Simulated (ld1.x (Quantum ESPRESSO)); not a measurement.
**selenium (Se), TM: configuration errors across variants**

```
Element                 : Se (Z = 34)
Generator               : ld1.x (Quantum ESPRESSO) 7.5
Type                    : norm-conserving Troullier–Martins (Kleinman–Bylander form)
Functional              : PBE
Relativity              : scalar-relativistic
Frozen core             : [Ar] 3d10
Valence charge          : 6
Reference configuration : 4s2 4p1 (charge +3)
Partial waves           : 4s (bound): rc 1.40 bohr; 4p (bound): rc 1.25 bohr; 4d channel at 0.1 Ry: rc 1.05 bohr
Local potential         : the d channel
Core correction         : a·sin(br)/r model core inside 0.55 bohr
```

All-electron excitation energies from the reference (eV): (1) 4s2 4p4 -62.061; (2) 4s2 4p3 -51.216; (3) 4s2 4p2 -30.868; (4) 4s2 4p0 42.184; (5) 4s0 4p6 -40.097; (6) 4s2 4p3.5 -57.752; (7) 4s1 4p4 -39.679.

1 further variants failed, have other tests or too few solved ones, and are left out.

A true bound ghost makes a file unfit for plane-wave use even where its test errors are small: the radial tests pick states by their node count and pass the ghost by.

Errors AE − PS in meV (a dash: test not solved or not reliable):

| change | (1) | (2) | (3) | (4) | (5) | (6) | (7) | bound ghosts |
| --- | --- | --- | --- | --- | --- | --- | --- | --- |
| base | +30 | +10 | +1.3 | -30 | +42 | +19 | +20 | s, p |
| all radii but the core radius scaled by about 0.86 (s 1.22, p 1.08, d 0.90 bohr) | – | +23 | +3.2 | -41 | +29 | +40 | +17 | s, p |
| all radii but the core radius scaled by about 1.06 (s 1.48, p 1.32, d 1.12 bohr) | +13 | +1.8 | -0.5 | -28 | +29 | +6.4 | +13 | s, p |
| all radii but the core radius scaled by about 1.17 (s 1.64, p 1.46, d 1.22 bohr) | +3.8 | -1.6 | -0.7 | -24 | +12 | +0.3 | +7.6 | s, p |
| all radii but the core radius scaled by about 1.39 (s 1.94, p 1.74, d 1.46 bohr) | -28 | -18 | -4.8 | -25 | -31 | -24 | -3.0 | p |

(1) Give the same row for: all radii but the core radius scaled by about 1.24 (s 1.74, p 1.56, d 1.30 bohr).

## Answers

(1) -8.6, -8.0, -2.2, -24, -3.1, -9.1, +2.2; bound ghosts: p.
